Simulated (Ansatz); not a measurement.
Reaction (isomerisation): `O/C=C(\Cl)[SiH2]O` → `O=CC[SiH](O)Cl`

Isolated molecules relaxed with PBE0-D4/def2-TZVP in Ansatz; ΔE leaves out vibrations. CCSD(T)/CBS adds triple-zeta CCSD(T) − MP2 to the extrapolated MP2 energy (def2 sets, frozen cores). DFT in def2-TZVPP. B3LYP here is the variant with VWN-RPA as its local correlation; programs differ in this. One conformer a species, not always the lowest.

CCSD(T)/CBS gives -186.3 kJ/mol.

(1) Another level gave -177.9 kJ/mol. Which?
A. B2PLYP/def2-TZVPP
B. PBE/def2-TZVPP
C. HF/def2-TZVPP
D. B3LYP-D4/def2-TZVPP

Largest T1 diagnostic among the species: 0.013.

Answers

(1) B. PBE -177.9, B2PLYP -189.7, B3LYP-D4 -185.3, HF/def2-TZVPP -208.0 kJ/mol.

In def2-TZVPP, CCSD(T) changes the Hartree–Fock value by +18.8 kJ/mol (the triples alone add +4.5 kJ/mol) and MP2 by +15.4 kJ/mol. From PBE to PBE0 (25 % exact exchange), in def2-TZVPP and without D4, ΔE moves by −7.0 kJ/mol.
